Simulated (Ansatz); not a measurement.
Energy differences in one family of gas-phase species

Each structure stands at its B3LYP-D3(BJ)/def2-TZVP stationary point, reached from a drawn start (curvature not checked).

(1): H atom, charge 0, multiplicity 2.

(2), C2H6O (SMILES COC) (charge 0, multiplicity 1):
```xyz
9

C      1.1684     0.0559    -0.0835
O     -0.0359     0.2560    -0.7878
C     -1.1724    -0.0275    -0.0041
H      1.2719    -0.9863     0.2472
H      1.2303     0.7066     0.7993
H      1.9868     0.2968    -0.7603
H     -1.1789    -1.0737     0.3303
H     -2.0498     0.1529    -0.6234
H     -1.2205     0.6192     0.8824
```

(3), C2H5O (SMILES [CH2]OC) (charge 0, multiplicity 2):
```xyz
8

C      0.9914    -0.0257    -0.2383
O     -0.0929     0.7510     0.2488
C     -1.2480     0.0742     0.4370
H      0.7340    -0.4907    -1.1955
H      1.8310     0.6516    -0.3775
H      1.2614    -0.8043     0.4807
H     -1.4039    -0.8491    -0.1094
H     -2.0730     0.6931     0.7542
```

(4), H2 (SMILES [H][H]) (charge 0, multiplicity 1):
```xyz
2

H      0.000     0.000     0.372
H      0.000     0.000    -0.372
```

(5), H2O (SMILES O) (charge 0, multiplicity 1):
```tsv
atom	x (Å)	y (Å)	z (Å)
O	0.0000	0.0000	0.3896
H	0.0000	0.7650	-0.1949
H	0.0000	-0.7650	-0.1949
```

(6), OH (SMILES [OH]) (charge 0, multiplicity 2):
```xyz
2

O      0.0000     0.0000     0.4884
H      0.0000     0.0000    -0.4884
```

(7), CH4 (SMILES C) (charge 0, multiplicity 1):
```xyz
5

C      0.000     0.000     0.000
H      0.629     0.629     0.629
H     -0.629    -0.629     0.629
H      0.629    -0.629    -0.629
H     -0.629     0.629    -0.629
```

(8), CH2O (SMILES C=O) (charge 0, multiplicity 1):
```xyz
4

O      0.0000     0.0000     1.1930
C      0.0000     0.0000    -0.0059
H      0.0000     0.9388    -0.5935
H      0.0000    -0.9388    -0.5935
```

| step | quantity | PBE/def2-TZVPP (kJ/mol) | r2SCAN/def2-TZVPP (kJ/mol) | PBE0/def2-TZVPP (kJ/mol) | wB97M-V/def2-TZVPP (kJ/mol) | CCSD(T)/cc-pVTZ (kJ/mol) |
|---|---|---|---|---|---|---|
| (2) → (1) + (3) | reaction energy | 411.5 | 410.8 | 414.7 | 429.4 | 428.9 |
| (1) + (2) → (4) + (3) | reaction energy | -26.7 | -39.3 | -22.2 | -25.1 | -24.5 |
| (6) + (2) → (5) + (3) | reaction energy | -106.2 | -95.1 | -90.9 | -89.0 | -82.0 |
| (2) → (7) + (8) | reaction energy | 16.2 | 22.0 | 27.0 | 20.2 | 13.0 |

Right side less left side. No zero-point or thermal terms; singlets are restricted closed shells; open shells are unrestricted; no spin–orbit coupling.

Frozen-core correlation throughout.

Run with Ansatz (a program for electronic structure) with Gaussian orbitals. Each number belongs to the level named beside it.

At CCSD(T)/cc-pVTZ the steps run from -82.0 ((6) + (2) → (5) + (3)) to 428.9 kJ/mol ((2) → (1) + (3)); 2 of 4 are downhill as written. PBE/def2-TZVPP, r2SCAN/def2-TZVPP, PBE0/def2-TZVPP, wB97M-V/def2-TZVPP give the same order. Counted from CCSD(T)/cc-pVTZ, which is the highest level that all steps share and no exact value, the absolute differences over these 4 steps have mean and median 11.8 and 10.3 (PBE/def2-TZVPP), 13.7 and 13.9 (r2SCAN/def2-TZVPP), 9.9 and 11.5 (PBE0/def2-TZVPP), 3.8 and 3.8 (wB97M-V/def2-TZVPP) kJ/mol; wB97M-V/def2-TZVPP lies nearest by the mean. PBE/def2-TZVPP is furthest off for (6) + (2) → (5) + (3), by -24.2 kJ/mol.

The steps were written down ahead of the runs, not picked by their results: 4 of 4 stand here.
